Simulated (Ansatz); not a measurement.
Cl₃Sn (`[Cl][Sn]([Cl])[Cl]`) radical, relaxed with UKS PBE-D4/def2-SVP in Ansatz 0.2.0 from a rough embedded geometry. The force threshold is 0.03 eV/Å; the program also tests the step.

Charge 0, multiplicity 2. Sn takes the def2 core potential.

Start:

```xyz
4

Cl    2.239   -0.072   -0.030
Sn   -0.066    0.087   -0.602
Cl   -1.007    1.888    0.568
Cl   -1.166   -1.903    0.064
```

**Question.** How much energy does the relaxation release, and in how many steps? (An estimate is asked.)

**Answer.** The calculation gave: 2.12 kJ/mol, in 2 steps.

**Question.** Which bonds change most? (Best estimate.)

**Answer.** Computed: Sn2–Cl3 from 2.344 to 2.394 Å; Sn2–Cl4 from 2.370 to 2.394 Å; Cl1–Sn2 from 2.380 to 2.394 Å.

**Question.** Give the relaxed structure. (Estimate.)

**Answer.** Computed: 
```xyz
4

Cl    2.244   -0.081   -0.023
Sn   -0.065    0.087   -0.634
Cl   -1.018    1.914    0.585
Cl   -1.162   -1.921    0.072
```
